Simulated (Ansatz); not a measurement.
Cost and result up the ladder for the cluster Pd₂H₃ (5 atoms). Total charge 0; doublet. Geometry: PBE0-D4/def2-TZVP.

```xyz
5

Pd   -1.143   -0.618   -1.172
Pd    0.696    0.547    0.365
H    -0.107    0.578   -1.414
H     0.970    0.118    1.828
H    -0.417   -0.625    0.392
```

Ansatz on 4 threads of Intel Xeon 6975P-C on a shared host. Times are rough, and most runs start from the orbitals of an earlier one. r2SCAN0-D4/def2-TZVP serves as the yardstick here, not as an exact answer. Binding counts from free atoms at the same level (Pd singlet, H doublet; other spins of the atoms weren't run), without zero-point energy or a counterpoise term.

In the def2 sets Pd takes a core potential; there is no spin–orbit coupling. Correlated methods freeze no core orbitals; core or outer-core shells of Pd are correlated, in sets that lack core-valence functions. No other spin state of charge 0 was run. Another isomer (doublet) lies 0.21 eV lower at PBE0-D4/def2-TZVP; other spin states weren't run for this one.

Correlated methods converge slowly with the basis.

```
                         level  functions  wall time
                  HF/def2-TZVP         98      0.8 s
PBE-D4/def2-TZVP (with forces)         98     0.85 s
             PBE0-D4/def2-TZVP         98      1.3 s
           r2SCAN-D4/def2-TZVP         98      1.6 s
          r2SCAN0-D4/def2-TZVP         98      1.8 s
             CCSD(T)/def2-TZVP         98       25 s
```

Task: Estimate what each level gives for the binding energy per atom (eV).

Result: 
```
                         level  binding energy per atom (eV)  difference from r2SCAN0-D4/def2-TZVP (eV)                        remarks
                  HF/def2-TZVP                          1.02                                      -0.88  spin-contaminated (⟨S²⟩ 0.89)
PBE-D4/def2-TZVP (with forces)                          2.01                                       0.11                              –
             PBE0-D4/def2-TZVP                          1.83                                      -0.07                              –
           r2SCAN-D4/def2-TZVP                          2.09                                       0.18                              –
          r2SCAN0-D4/def2-TZVP                          1.90                                       0.00                              –
             CCSD(T)/def2-TZVP                          1.83                                      -0.07  spin-contaminated (⟨S²⟩ 0.89)
```
